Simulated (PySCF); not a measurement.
Species: C7H11 (charge +1).
SMILES with atom numbers: `[CH3:1][CH2:2][C:3]1=[CH:4][CH+:5][CH2:6][CH2:7]1` (hydrogens: H8, H9, H10 on C1; H11, H12 on C2; H13 on C4; H14 on C5; H15, H16 on C6; H17, H18 on C7)

The geometry is computed with GFN2-xTB (gas phase).

(1) What internal coordinates does the optimisation give?

Results:

(1) 
| bond | length (pm) |
| --- | --- |
| C1–C2 | 152.0 |
| C2–C3 | 145.8 |
| C3=C4 | 140.4 |
| C4–C5 | 136.6 |
| C5–C6 | 146.7 |
| C6–C7 | 152.6 |
| C3–C7 | 147.0 |
| C1–H8, C1–H9, C1–H10 | 108.7 |
| C2–H11, C2–H12 | 109.9 |
| C4–H13 | 107.6 |
| C5–H14 | 107.7 |
| C6–H15, C6–H16 | 109.4 |
| C7–H17, C7–H18 | 109.5 |

Bonds in one row agree within 1 pm and their mean is given. A selection of angles:
| angle | degrees |
| --- | --- |
| C2–C1–H8 | 109.7 |
| C2–C1–H9 | 111.3 |
| H8–C1–H9 | 107.9 |
| H9–C1–H10 | 108.6 |
| C1–C2–C3 | 116.3 |
| C1–C2–H11 | 110.2 |
| C3–C2–H11 | 108.0 |
| H11–C2–H12 | 103.4 |
| C2–C3–C4 | 125.6 |
| C2–C3–C7 | 125.0 |
| C4–C3–C7 | 109.5 |
| C3–C4–C5 | 109.8 |
| C3–C4–H13 | 124.6 |
| C5–C4–H13 | 125.6 |
| C4–C5–C6 | 111.5 |
| C4–C5–H14 | 125.4 |
| C6–C5–H14 | 123.1 |
| C5–C6–C7 | 104.1 |
| C5–C6–H15 | 110.9 |
| C7–C6–H15 | 113.1 |
| H15–C6–H16 | 104.9 |
| C6–C7–H17 | 112.9 |
| C3–C7–C6 | 105.1 |
| C3–C7–H17 | 110.6 |
| H17–C7–H18 | 104.6 |

Torsions: C1–C2–C3–C4 180° (antiperiplanar); C2–C3–C4–C5 180° (antiperiplanar); C3–C4–C5–C6 0° (synperiplanar); C4–C5–C6–C7 0° (synperiplanar); C5–C6–C7–C3 0° (synperiplanar); C2–C3–C7–C6 180° (antiperiplanar).

The 7 heavy atoms lie in one plane (0.001 Å rms). The C–C distances run from 1.366 Å (C4–C5, drawn single in a drawing that doesn't fit all lengths) to 1.526 Å (C6–C7, drawn single in a drawing that doesn't fit all lengths), a spread of 0.160 Å. C5 (carbon bonded to 2 C and H) is planar (angles 125.4°, 123.1° and 111.5°, sum 360.0°, 0.00 Å off the plane of its three neighbours). The 5-membered ring C3–C4–C5–C6–C7 has internal angles of 104.1° to 111.5°; it is planar, 0.00 Å rms from its mean plane, widest ring torsion 0°. Of the pairs four or more bonds apart, C1···H17 is among the closest relative to their van der Waals radii: 2.92 Å, 101 % of the sum of Bondi's values. C3 (carbon bonded to 3 C) is planar (angles 125.6°, 125.0° and 109.5°, sum 360.0°, 0.00 Å off the plane of its three neighbours). C4 (carbon bonded to 2 C and H) is planar (angles 125.6°, 124.6° and 109.8°, sum 360.0°, 0.00 Å off the plane of its three neighbours).

Point group: Cs (tolerance 0.08 Å). Not checked by GFN2-xTB frequencies.

One conformer stands for the species.
